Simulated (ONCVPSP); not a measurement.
# caesium (Cs): excitation energies, all-electron against ONCV

```json
{
 "Element": "Cs",
 "Generator": "ONCVPSP 4.0.1",
 "Type": "optimised norm-conserving Vanderbilt (ONCV)",
 "Functional": "LDA (Perdew-Wang 92)",
 "Relativity": "scalar-relativistic",
 "Frozen core": "[Kr] 4d10 5s2",
 "Valence charge": "7",
 "Reference configuration": "5p6 6s0.75 6p0.25",
 "Partial waves": "6s: rc 4.00 bohr, ncon 3, nbas 8, qcut 1.5 1/bohr, 1 projector; 5p+6p: rc 5.34 bohr, ncon 4, nbas 7, qcut 4 1/bohr, 3 projectors, debl 1.3 Ha; d scattering state at 0.06 Ha: rc 4.00 bohr, ncon 4, nbas 7, qcut 2 1/bohr, local",
 "Local potential": "the d channel",
 "Core correction": "Teter function, fcfact 2.5, rcfact 1.05"
}
```

In the d channel the program set the typed energies aside and used 0.050 Ha.

Energies are relative to the spin-unpolarised reference configuration 5p6 6s0.75 6p0.25; without spin polarisation the order of configurations can differ from experiment.

```tsv
valence configuration	charge	ΔE all-electron (eV)	error AE − PS (meV)
5p6 6s1 6p0	0	-0.361	-0.1
5p6 6s0 6p1	0	1.112	-0.5
```

(1) What are ΔE and the potential's error for 5p6 6s0.5 6p0?

(2) What are ΔE and the potential's error for 5p6 6s0 6p0?

Note: ghosts flagged at negative energy: s at -16.5 eV; no localised positive-energy state flagged. A true bound ghost makes a file unfit for plane-wave use.

## Answers

(1) ΔE = 1.192 eV all-electron; the error (AE − PS) is +0.1 meV.

(2) ΔE = 3.635 eV all-electron; the error (AE − PS) is +0.3 meV.
